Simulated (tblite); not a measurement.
Compound: C8H18BN.
Cartesian coordinates in Å at the GFN2-xTB level; atoms count from 1:
```xyz
28
C8H18BN angstrom
C      4.1948   -0.2310   -0.2563
C      3.1764    0.4980   -0.6704
C      1.7965   -0.0332   -0.9064
C      0.7948    0.7128   -0.0148
N     -0.5869    0.2277   -0.0574
C     -1.1183    0.2750   -1.4170
B     -1.5522    1.1357    0.9422
C     -2.7505    0.0632    1.2405
C     -2.2170   -1.3157    0.8120
C     -0.7336   -1.1204    0.5039
H      4.0961   -1.2869   -0.0621
H      5.1724    0.1906   -0.0994
H      3.3005    1.5569   -0.8564
H      1.5414    0.1150   -1.9591
H      1.7797   -1.1026   -0.6898
H      1.1328    0.6521    1.0217
H      0.7758    1.7699   -0.2914
H     -2.1935    0.1290   -1.3851
H     -0.6716   -0.4972   -2.0484
H     -0.9225    1.2544   -1.8483
H     -0.8949    1.3804    1.9075
H     -1.8653    2.1154    0.3432
H     -3.6745    0.2836    0.7037
H     -3.0163    0.0462    2.2969
H     -2.7379   -1.6852   -0.0744
H     -2.3373   -2.0701    1.5906
H     -0.1636   -1.1517    1.4336
H     -0.3461   -1.8845   -0.1789
```

Computed values, GFN2-xTB/tblite, gas phase, harmonic and unscaled. Errors from tens to a few hundred cm⁻¹ against measured bands are possible. Modes of hydrogen on boron can be 10 to 20 % off. One conformer, not necessarily the lowest.

Harmonic wavenumbers (cm⁻¹): 49.9, 55.2, 79.3, 114.5, 142.0, 215.3, 270.3, 284.0, 296.9, 337.2, 412.3, 423.6, 450.1, 568.9, 575.9, 631.1, 678.6, 716.8, 804.3, 814.2, 862.1, 898.9, 901.1, 930.5, 944.6, 961.6, 997.1, 1009.9, 1027.3, 1033.2, 1047.1, 1065.9, 1085.7, 1088.2, 1111.1, 1122.2, 1153.7, 1176.5, 1206.0, 1223.6, 1237.0, 1251.5, 1257.7, 1267.7, 1275.1, 1296.3, 1303.5, 1319.1, 1339.8, 1349.0, 1411.5, 1416.6, 1466.0, 1472.5, 1479.2, 1486.2, 1490.8, 1512.6, 1537.0, 1721.5, 2430.7, 2465.4, 2921.2, 2952.4, 2958.4, 2965.3, 2972.3, 2978.9, 2986.6, 2988.5, 2993.6, 2993.9, 3012.5, 3035.3, 3058.1, 3067.1, 3098.8, 3130.8.

A = 3031, B = 635.6, C = 618.7 MHz; mass 139.153 u (most abundant isotopes); point group C1, symmetry number 1.

What is the zero-point energy?

½Σν̃ = 54834 cm⁻¹ = 655.95 kJ/mol.

What is S at 200 K and 1 bar for an ideal gas of classical rigid rotors and harmonic oscillators?

Translation 162.11, rotation 120.45, vibration 92.79: S = 375.4 J/(mol K).

And Cp and H(200 K) − H(0)?

Cp = 132.99 J/(mol K), of which vibrations give 99.74 (their classical limit is 78 R = 648.5); H(200 K) − H(0) = 16.66 kJ/mol without the zero-point energy, 10.01 from vibrations.

Blend soft modes into free rotors: weight 1/[1 + (100 cm⁻¹/ν̃)⁴] for the oscillator and the rest for a rotor with moment μB/(μ + B), μ = h/(8π²ν), B = 10⁻⁴⁴ kg m². What vibrational entropy results?

85.10 J/(mol K) in place of 92.79, which changes −T·S at 200 K by +1.54 kJ/mol.

Which modes carry the vibrational entropy at 200 K?

49.9 cm⁻¹: 16.88; 55.2 cm⁻¹: 16.05; 79.3 cm⁻¹: 13.09; 114.5 cm⁻¹: 10.16; 142.0 cm⁻¹: 8.49; 215.3 cm⁻¹: 5.46 J/(mol K); the other 72 give 22.67 together.

How do the functions run with temperature in this model?

| T (K) | S (J/(mol K)) | Cp (J/(mol K)) | H − H(0) (kJ/mol) | G − H(0) (kJ/mol) | ln q(vib) |
| --- | --- | --- | --- | --- | --- |
| 150 | 340.9 | 108.1 | 10.65 | -40.49 | 3.63 |
| 250 | 408.0 | 161.4 | 24.01 | -78.00 | 6.65 |
| 298.15 | 439.0 | 191.6 | 32.50 | -98.39 | 8.11 |
| 400 | 504.5 | 256.9 | 55.36 | -146.44 | 11.27 |
| 600 | 630.0 | 363.2 | 117.97 | -260.02 | 17.74 |
| 900 | 798.7 | 467.3 | 243.83 | -474.96 | 27.47 |

q(vib) and H(0) count from the zero-point level.

Hindered rotation and anharmonicity are outside this model. Other conformers, if any are populated, would add a mixing term that is left out. The structure is chiral; the term R ln 2 for an equal mix with its mirror image is left out.
